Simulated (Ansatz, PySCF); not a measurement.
Gas-phase reaction in SMILES: Cl[Si]Br -> [Si]Cl + Br atom (the Br-Si bond at the site shown breaks; other sites are not compared here)
Each molecule is optimised on its own at B3LYP-D3(BJ)/def2-TZVP (Ansatz, a quantum-chemistry and plane-wave program). Unstable Hartree-Fock reference: Cl[Si]Br.

Quantity: bond dissociation energy (enthalpy at 298 K, with B3LYP-D3(BJ) rigid-rotor harmonic-oscillator terms from PySCF), in kcal/mol. Valence correlation only, unless marked. UHF or UKS for open shells. Spin-orbit coupling is left out. Frozen are the shells of the preceding noble gas and the d and f shells that filled before the atom's block. No relativistic terms. CBS(X,Y): correlation extrapolated as X^-3; Hartree-Fock from the larger set.

CCSD(T)/CBS(def2-TZVPP,def2-QZVPP) (Ansatz) gives 91.2 kcal/mol.

Problem. Another calculation gave 91.5 kcal/mol. Which level was it?
A) B3LYP/def2-TZVPD (Ansatz)
B) r2SCAN/def2-TZVPD (Ansatz)
C) BHLYP/def2-TZVPD (Ansatz)
D) SVWN5/def2-TZVPD (Ansatz)

Solution. B, r2SCAN/def2-TZVPD (Ansatz). The others give 86.1 (B3LYP), 82.7 (BHLYP), 106.5 (SVWN5) kcal/mol.
